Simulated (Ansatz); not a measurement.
Al2Cl4F2, SMILES `[F][Al@-]1([Cl])[Cl+][Al@-]([F])([Cl])[Cl+]1`, 8 atoms. Total charge 0; spin multiplicity 1. All runs use 4 threads of an Arm Neoverse V1 on a shared host. Correlated methods freeze the cores.

Q: Give the basis size and wall time and peak host memory of each of these runs in Ansatz. RKS BLYP-D4/def2-TZVPP energy; RHF-CCSD(T)/def2-SVP energy; RKS PBE0-D4/def2-TZVP frequencies; RKS BHLYP-D4/def2-TZVPP energy; RKS ωB97M-V/def2-TZVPP energy and forces; RKS PBE0-D4/def2-TZVP relaxation (6 steps); RKS r2SCAN-D4/def2-TZVPP energy and forces; RKS ωB97M-V/def2-SVP energy; RHF-MP2/def2-QZVPP energy; direct RPA on PBE orbitals/def2-TZVPP energy; RKS PBE0-D4/def2-QZVPP energy; RKS PBE0-D4/def2-SVP energy. (Estimate.)

A: The calculation gave: Other jobs shared the machine, so times are rough.

| level | job | functions | wall time | peak host memory (GiB) |
| --- | --- | --- | --- | --- |
| RKS PBE0-D4/def2-SVP | energy | 136 | 2.5 s | 0.38 |
| RKS BLYP-D4/def2-TZVPP | energy | 314 | 6 s | 0.65 |
| RKS ωB97M-V/def2-SVP | energy | 136 | 10 s | 0.56 |
| direct RPA on PBE orbitals/def2-TZVPP | energy | 314 | 12 s | 0.9 |
| RKS r2SCAN-D4/def2-TZVPP | energy and forces | 314 | 12 s | 0.69 |
| RKS BHLYP-D4/def2-TZVPP | energy | 314 | 14 s | 1.8 |
| RHF-CCSD(T)/def2-SVP | energy | 136 | 17 s | 0.74 |
| RKS PBE0-D4/def2-QZVPP | energy | 534 | 29 s | 3.4 |
| RKS ωB97M-V/def2-TZVPP | energy and forces | 314 | 33 s | 1.9 |
| RHF-MP2/def2-QZVPP | energy | 534 | 55 s | 3.9 |
| RKS PBE0-D4/def2-TZVP | relaxation (6 steps) | 284 | 84 s | 1.3 |
| RKS PBE0-D4/def2-TZVP | frequencies | 284 | 6.2 min | 1.3 |
